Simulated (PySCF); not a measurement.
Ionisation energy of S⁺ by level of theory

S⁺ [Ne] 3s2 3p3 (4S) → S²⁺ [Ne] 3s2 3p2 (3P), as a difference of total energies. All numbers are calculated (PySCF 2.14, the spin-free X2C one-electron Hamiltonian (Gaussian nucleus), in aug-cc-pVQZ-DK (7s6p4d3f2g, 84 functions)). Correlated levels: valence: [Ne] frozen. The calculations carry no spin-orbit coupling.

```json
{"method": "UHF", "ionisation energy (eV)": "22.714"}
{"method": "MP2 (valence)", "ionisation energy (eV)": "23.374"}
{"method": "SCS-MP2 (valence)", "ionisation energy (eV)": "23.184"}
{"method": "CCSD (valence)", "ionisation energy (eV)": "23.296"}
{"method": "CCSD(T) (valence)", "ionisation energy (eV)": "23.343"}
```

**Question.** How much does correlation contribute at CCSD(T) (valence)?

**Answer.** 23.343 − (22.714) = 0.629 eV, measured against UHF.

A first-order spin-orbit estimate (lowest level to lowest level, LS coupling) adds -0.062 eV.

Errors of the correlated levels include the incompleteness of this basis and the frozen core.

For comparison: 23.338 eV (measured; NIST Atomic Spectra Database, ionization energies).
